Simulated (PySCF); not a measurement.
Calculation: PySCF with r2SCAN-D4/def2-TZVP // r2SCAN-D4/def2-SVP. All species are isolated molecules in the gas phase. One relaxed conformer stands for a flexible species; it need not be the lowest. 

Reference species (SMILES): `[CH3][Sn]([CH3])([CH3])[CH3]` (neutral, multiplicity 1).

```
Property    Result
--------  --------
HOMO      -6.71 eV
```

Changed species: `C[O][Sn]([CH3])([O]C)[O]C` (3 of 4 CH3 replaced by OCH3; the reference has 0 of 4 CH3 replaced by OCH3).

### Question
What does the change do to the HOMO?

### Answer
the HOMO increases by 0.40 eV, to -6.31 eV.
